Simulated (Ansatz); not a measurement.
C2H9NO2SSi, singlet, at a GFN2-xTB geometry; CASSCF(6,4)/STO-3G run with Ansatz (an electronic-structure program).

Input for Ansatz:
Ansatz 0.2 input:
```yaml
crystal:
  periodic: [false, false, false]
  atoms:
    - {symbol: C, position_ang: [-1.64186575, 0.21989013, -1.63119925]}
    - {symbol: N, position_ang: [-1.27632456, -0.16707595, -0.28791542]}
    - {symbol: C, position_ang: [-2.30829939, 0.12650296, 0.67706162]}
    - {symbol: Si, position_ang: [0.36846473, -0.37003001, 0.14404367]}
    - {symbol: O, position_ang: [1.14837525, -1.31750431, -0.91576986]}
    - {symbol: O, position_ang: [0.29745643, -0.95351472, 1.66268999]}
    - {symbol: S, position_ang: [1.62813820, 1.38137074, 0.06235988]}
    - {symbol: H, position_ang: [-0.83432970, -0.02273178, -2.31655843]}
    - {symbol: H, position_ang: [-1.84426366, 1.29485332, -1.69863554]}
    - {symbol: H, position_ang: [-2.54301029, -0.31958846, -1.93568439]}
    - {symbol: H, position_ang: [-3.22649903, -0.39585453, 0.39651100]}
    - {symbol: H, position_ang: [-2.52422029, 1.20031934, 0.72486607]}
    - {symbol: H, position_ang: [-1.98965552, -0.21739957, 1.65512822]}
    - {symbol: H, position_ang: [0.78120586, -2.16308352, -1.16049090]}
    - {symbol: H, position_ang: [1.10904168, -1.11799956, 2.13594885]}
    - {symbol: H, position_ang: [0.93162258, 2.07929816, 0.94941849]}
basis:
  gaussian:
    orbitals: STO-3G
hamiltonian:
  xc: hf
magnetization: {spin_polarized: false}
correlation: {active_space: {window: {electrons: 6, orbitals: 4}}}
```

It wrote (shortened):

```
Functional definition: HF
680 factors; integrals over basis functions are off by at most 4.2e-5 eV
mean field evaluation 1: about -26128.0804 eV, gradient 3.1e1 eV
mean field evaluation 2: about -26128.3684 eV, gradient 3.1e1 eV
mean field evaluation 4: about -26131.9264 eV, gradient 1.3e0 eV
mean field evaluation 8: about -26131.9337 eV, gradient 1.3e-5 eV
mean field -26131.93369132 eV, -960.3308502953 hartree, gradient 1.8e-6 eV, S^2 0.000000; 0 other end points of the search recorded, 0 dependent functions left out
reference -26131.93369132 eV, -960.3308502953 hartree; 37, 37 occupied and 15, 15 virtual orbitals, 680 factors
state -26132.28114736 eV, -960.3436190690 hartree
Total energy: -26132.28114736 eV, -960.3436190690 hartree
```
